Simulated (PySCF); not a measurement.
# F⁺: excitation energy

F⁺ [He] 2s2 2p4 (3P) → F⁺ [He] 2s1 2p4 3d1 (high-spin determinant), as a difference of total energies. Computed with PySCF 2.14 in x2c-TZVPPall with one added diffuse shell each of s, p, d type (6s4p3d1f, 40 functions), with scalar relativity by spin-free X2C-1e. Correlated levels: valence: 1s2 frozen; valence and next inner shell: nothing frozen. The calculations carry no spin-orbit coupling.

```tsv
method	excitation energy (cm⁻¹)
UHF	407470
LDA	405490
PBE	403210
PBE0	407160
r2SCAN	404930
M06-L	407340
BHandHLYP	413690
B97-3	412300
TPSSh	408140
MP2 (valence)	416310
SCS-MP2 (valence)	417630
MP2 (valence and next inner shell)	416220
SCS-MP2 (valence and next inner shell)	417560
```

The upper state lies above the first ionisation limit, where it may autoionise and the basis confines it. A Rydberg-like electron needs more diffuse functions than a valence basis has.

The promoted electron is Rydberg-like, and one or two diffuse shells describe it only roughly, which tends to raise the upper state.

In the upper state the promoted electron has a positive orbital energy at LDA, PBE, r2SCAN, M06-L, TPSSh, so the basis confines it.

The determinant of the upper state mixes LS terms, which raises its energy above the lowest term, most at the Hartree-Fock and MP2 levels.
